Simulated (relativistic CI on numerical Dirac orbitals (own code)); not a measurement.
# Hg³⁺ (5d9) in a crystal field

Calculated by Dirac-Coulomb-Breit CI, orbitals from a KLI potential per configuration, a model potential for QED, valence Slater integrals scaled by 0.75, one configuration in a parametric crystal field (own radial code).

Field parameters in Wybourne normalisation: Oh B⁴₀ = 21Dq, B⁴₄ = √(5/14) B⁴₀. The field is a parameter set, without covalency.

S is read from ⟨S²⟩ = S(S + 1).

Levels (cm⁻¹, degeneracy): 0 (4), 38275 (2), 48326 (4).

Task: Which field gives this pattern?
A. Oh, 10Dq = 15850 cm⁻¹
B. Oh, 10Dq = 43100 cm⁻¹
C. Oh, 10Dq = 28700 cm⁻¹

Result: B. Oh, 10Dq = 43100 cm⁻¹, ground level with S = 0.50.
